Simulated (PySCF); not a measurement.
Simulation results for AlFHNSi, F$_{2}$H$_{2}$Si$_{2}$, B$_{2}$H$_{4}$N$_{2}$, B$_{2}$H$_{4}$NSi

Computed with PySCF 2.14.0. Calculation on a computer-drawn molecule: the log of a Hartree-Fock and frozen-core CCSD(T) single point meant for a local Hartree-Fock minimum, with one planted fault or none, to be diagnosed. Offsets are logged minus clean, where the clean run is the same molecule without the fault. The reference is restricted for singlets and unrestricted otherwise, and also for a bond in bohr or an excited solution. Adding or removing an electron swaps singlet and doublet. The excited solution moves the top pair (singlet) or top alpha electron (doublet) to the lowest empty orbital. Highest occupied and lowest empty are orbital energies over both spins, largest force is the largest gradient component, triples share is (T) over the correlation energy, the T1 limit is 0.02 restricted and 0.045 unrestricted, electrons count all cores, a negative frequency is imaginary (commonest isotopes), and the dipole is about the centre of nuclear charge.

Common to all runs: meant multiplicity 1; logged SCF converged yes; possible faults no fault, one electron removed, one electron added, multiplicity raised by two, geometry at a saddle point, SCF held on an excited solution, minimal basis STO-3G, one bond length entered in bohr, all coordinates scaled.

(1) AlFHNSi

Logged structure:
```xyz
5
AlFHNSi
F     -0.0013    -0.0467     2.1092
Si    -1.4622     0.1170     1.3601
N     -1.1248     1.1279     0.0744
Al    -0.7055     2.1197    -1.1547
H     -0.3912     3.0590    -2.3485
```

- meant charge: 0
- meant basis: cc-pV(D+d)Z
- logged electrons: 44
- logged basis functions: 79
- logged spin squared: 0
- logged highest occupied: -8.2541 eV
- logged lowest empty: 1.05 eV
- logged largest force: 1.065e-05 hartree/bohr
- logged lowest frequency: 53.178 cm⁻¹
- logged T1 diagnostic: 0.023069
- logged D1 diagnostic: 0.062867
- logged triples share: 0.03177
- logged CC converged: yes
- logged dipole magnitude: 6.9821 debye
- logged SCF stable within its kind: yes
- logged energy HF: -685.35128 hartree
- logged energy CCSD(T): -685.87764 hartree
- planted fault: no fault
- HF energy offset from clean run: 0 kcal/mol
- CCSD(T) energy offset from clean run: 0 kcal/mol

Drawn bonds:
```
atom  other atom  order
   1           2      1
   2           3      1
   3           4      2
   4           5      1
```

Notes: T1 above single-reference limit.

(2) AlFHNSi

Structure as in entry 1.

- meant charge: 0
- meant basis: cc-pV(D+d)Z
- logged electrons: 44
- logged basis functions: 29
- logged spin squared: 0
- logged highest occupied: -3.8009 eV
- logged lowest empty: 7.9149 eV
- logged largest force: 0.035104 hartree/bohr
- logged T1 diagnostic: 0.031638
- logged D1 diagnostic: 0.10159
- logged triples share: 0.082778
- logged CC converged: yes
- logged dipole magnitude: 4.9139 debye
- logged SCF stable within its kind: yes
- logged energy HF: -676.89554 hartree
- logged energy CCSD(T): -677.0919 hartree
- planted fault: minimal basis STO-3G
- HF energy offset from clean run: 5306 kcal/mol
- CCSD(T) energy offset from clean run: 5513 kcal/mol

Drawn bonds:
```
atom  other atom  order
   1           2      1
   2           3      1
   3           4      2
   4           5      1
```

Notes: T1 above single-reference limit.

(3) AlFHNSi

Structure as in entry 1.

- meant charge: 0
- meant basis: cc-pV(D+d)Z
- logged electrons: 44
- logged basis functions: 79
- logged spin squared: 2.0291
- logged highest occupied: -5.6622 eV
- logged lowest empty: -0.34081 eV
- logged largest force: 0.092019 hartree/bohr
- logged T1 diagnostic: 0.059743
- logged D1 diagnostic: 0.346
- logged triples share: 0.028223
- logged CC converged: yes
- logged dipole magnitude: 3.8453 debye
- logged SCF stable within its kind: yes
- logged energy HF: -685.2585 hartree
- logged energy CCSD(T): -685.75075 hartree
- planted fault: multiplicity raised by two
- HF energy offset from clean run: 58.22 kcal/mol
- CCSD(T) energy offset from clean run: 79.62 kcal/mol

Drawn bonds:
```
atom  other atom  order
   1           2      1
   2           3      1
   3           4      2
   4           5      1
```

Notes: T1 above single-reference limit.

(4) F$_{2}$H$_{2}$Si$_{2}$

Logged structure:
```xyz
6
F2H2Si2
F     -2.2369    -2.5196    -3.1238
Si    -2.1060    -1.3989    -4.3117
Si    -1.2809     0.3284    -2.7990
F     -1.0101     1.6941    -3.6419
H     -0.0002    -0.0576    -2.1647
H     -2.2643     0.6527    -1.7411
```

- meant charge: 0
- meant basis: cc-pV(D+d)Z
- logged electrons: 48
- logged basis functions: 84
- logged spin squared: 0
- logged highest occupied: -6.2222 eV
- logged lowest empty: -2.4396 eV
- logged largest force: 0.027172 hartree/bohr
- logged dipole magnitude: 0.63184 debye
- logged SCF stable within its kind: no
- logged energy HF: -777.77895 hartree
- planted fault: SCF held on an excited solution
- HF energy offset from clean run: 121.3 kcal/mol

Drawn bonds:
```
atom  other atom  order
   1           2      1
   2           3      1
   3           4      1
   3           5      1
   3           6      1
```

Notes: coupled-cluster numbers left out as unreliable.

(5) B$_{2}$H$_{4}$N$_{2}$

Logged structure:
```xyz
8
B2H4N2
N     -1.3597    -0.8437     1.1150
B     -0.6529     0.0624     0.6706
B      0.3240     1.3118     0.0515
N      0.9350     1.1903    -1.1875
H     -1.9268    -1.5585     1.4850
H      0.5028     2.3224     0.6753
H      0.8429     0.3876    -1.7746
H      1.5132     1.9062    -1.5762
```

- meant charge: 0
- meant basis: cc-pVDZ
- logged electrons: 28
- logged basis functions: 24
- logged spin squared: 0
- logged highest occupied: -8.9125 eV
- logged lowest empty: 7.5773 eV
- logged largest force: 0.076882 hartree/bohr
- logged T1 diagnostic: 0.022688
- logged D1 diagnostic: 0.077661
- logged triples share: 0.031113
- logged CC converged: yes
- logged dipole magnitude: 1.7276 debye
- logged SCF stable within its kind: yes
- logged energy HF: -158.58533 hartree
- logged energy CCSD(T): -158.83483 hartree
- planted fault: minimal basis STO-3G
- HF energy offset from clean run: 1300 kcal/mol
- CCSD(T) energy offset from clean run: 1486 kcal/mol

Drawn bonds:
```
atom  other atom  order
   1           2      2
   2           3      1
   3           4      1
   1           5      1
   3           6      1
   4           7      1
   4           8      1
```

Notes: T1 above single-reference limit.

(6) B$_{2}$H$_{4}$NSi

Logged structure:
```xyz
8
B2H4NSi
N     -1.4029     0.3893     3.5953
B     -2.0846    -0.2859     2.8399
B     -2.8917    -1.2808     1.7594
Si    -1.7869    -2.6057     0.6956
H     -0.9130     0.9708     4.2295
H     -4.0661    -1.2760     1.5618
H     -1.5020    -3.9607     1.1802
H     -1.1953    -2.2729    -0.6048
```

- meant charge: 1
- meant basis: cc-pV(D+d)Z
- logged electrons: 34
- logged basis functions: 85
- logged spin squared: 0
- logged highest occupied: -15.632 eV
- logged lowest empty: -5.8362 eV
- logged largest force: 2.127e-05 hartree/bohr
- logged lowest frequency: 87.114 cm⁻¹
- logged T1 diagnostic: 0.02203
- logged D1 diagnostic: 0.0708
- logged triples share: 0.036056
- logged CC converged: yes
- logged dipole magnitude: 5.4081 debye
- logged SCF stable within its kind: yes
- logged energy HF: -394.76988 hartree
- logged energy CCSD(T): -395.22262 hartree
- planted fault: no fault
- HF energy offset from clean run: 0 kcal/mol
- CCSD(T) energy offset from clean run: 0 kcal/mol

Drawn bonds:
```
atom  other atom  order
   1           2      2
   2           3      1
   3           4      1
   1           5      1
   3           6      1
   4           7      1
   4           8      1
```

Notes: T1 above single-reference limit.
